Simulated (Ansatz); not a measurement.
GaCl3 (gallium trichloride (monomer)): the vertical ionisation energy from total energies

GaCl3: 4 atoms, total charge 0, spin state singlet. SMILES: `[Cl][Ga]([Cl])[Cl]`. Geometry: relaxed at PBE0-D4/def2-TZVP.

Both states at this one shape; open shells run unrestricted unless said. 1 Eh = 27.2114 eV.

| level | program | singlet GaCl3 (Eh) | doublet [GaCl3]+ (Eh) | HOMO of the first (eV) |
| --- | --- | --- | --- | --- |
| HF/3-21G | Ansatz | -3285.919168 | -3285.484903 | -13.19 |
| BLYP/aug-cc-pVDZ | Ansatz | -3305.658633 | -3305.263488 | -7.90 |
| B3LYP/aug-cc-pVDZ | Ansatz | -3305.695671 | -3305.276594 | -9.20 |

Question: Work out the vertical ionisation energy at each level.

Answer: 
1. HF/3-21G: -3285.484903 − (-3285.919168) = 0.434265 Eh = 11.82 eV; −ε(HOMO) = 13.19 eV.
2. BLYP/aug-cc-pVDZ: -3305.263488 − (-3305.658633) = 0.395145 Eh = 10.75 eV; −ε(HOMO) = 7.90 eV.
3. B3LYP/aug-cc-pVDZ: -3305.276594 − (-3305.695671) = 0.419077 Eh = 11.40 eV; −ε(HOMO) = 9.20 eV.

No measured value is set beside it here; the levels span 10.75 to 11.82 eV. In Hartree–Fock, −ε(HOMO) (Koopmans) exceeds the difference of totals by the orbital relaxation of the ion. In semi-local functionals −ε(HOMO) lies far under the ionisation energy, a result of self-interaction, while the difference of totals does much better. All-electron rows are non-relativistic unless named.
